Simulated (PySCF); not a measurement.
A side-by-side comparison of computed properties.

First species: C₆H₇N₃.
SMILES: `C#Cc1nnn(C)c1C`

Second species: C₆H₇N₃.
Bonds: C1–C2 (double), C2–C3, C3–N4 (aromatic), N4–N5 (aromatic), N5–C6 (aromatic), C6–N7 (aromatic), N7–C8 (aromatic), C8–C9, C3–C8 (aromatic). Hydrogens: H10, H11 on C1; H12 on C2; H13 on C6; H14, H15, H16 on C9.

Levels: wB97X-D/def2-SVPD for dipole moment, HOMO energy, LUMO energy, HOMO–LUMO gap, static isotropic polarisability and electronic spatial extent ⟨r²⟩ about the centre of nuclear charge; TDDFT wB97X-D/def2-SVPD for lowest singlet excitation; TDA wB97X-D/def2-SVPD for lowest triplet excitation (Tamm–Dancoff); GFN2-xTB for rotational constant A and rotational constant C. Geometries: GFN2-xTB. All species are isolated and taken at one optimised geometry, non-relativistic unless stated; the electronic structure was computed with PySCF and density fitting.

Dipoles, sizes and rotational constants follow the conformer. The torsions of the flexible species, by atom-mapped SMILES:
- `[CH2:1]=[CH:2][c:3]1[n:4][n:5][cH:6][n:7][c:8]1[CH3:9]`: C1–C2–C3–N4 0°

Values for the first species:

```
Dipole moment                                                     : 5.39 D
HOMO energy                                                       : -8.60 eV
LUMO energy                                                       : 1.44 eV
HOMO–LUMO gap                                                     : 10.04 eV
Lowest singlet excitation                                         : 5.85 eV
Lowest triplet excitation (Tamm–Dancoff)                          : 4.30 eV
Static isotropic polarisability                                   : 91.1 au
Electronic spatial extent ⟨r²⟩ about the centre of nuclear charge : 1185 bohr²
Rotational constant A                                             : 3.450 GHz
Rotational constant C                                             : 0.963 GHz
```

Task: Estimate the same properties for the second species, and the change in each.

Result: 
| property | first | second | second less first |
| --- | --- | --- | --- |
| dipole moment | 5.39 D | 3.28 D | -2.11 D |
| HOMO energy | -8.60 eV | -8.64 eV | -0.04 eV |
| LUMO energy | 1.44 eV | -0.39 eV | -1.83 eV |
| HOMO–LUMO gap | 10.04 eV | 8.25 eV | -1.79 eV |
| lowest singlet excitation | 5.85 eV | 3.10 eV | -2.75 eV |
| lowest triplet excitation (Tamm–Dancoff) | 4.30 eV | 2.48 eV | -1.82 eV |
| static isotropic polarisability | 91.1 au | 92.1 au | +1.0 au |
| electronic spatial extent ⟨r²⟩ about the centre of nuclear charge | 1185 bohr² | 1114 bohr² | -71 bohr² |
| rotational constant A | 3.450 GHz | 2.622 GHz | -0.828 GHz |
| rotational constant C | 0.963 GHz | 1.033 GHz | +0.070 GHz |

On the first: The principal polarisabilities are 57.6, 86.0 and 129.6 au; their mean is the isotropic value. S1 lies 4.19 eV below the HOMO–LUMO gap.

On the second: The principal polarisabilities are 54.9, 97.9 and 123.4 au; their mean is the isotropic value. The dipole equals about 10.9 × 10⁻³⁰ C·m (1 D = 3.33564 × 10⁻³⁰ C·m).
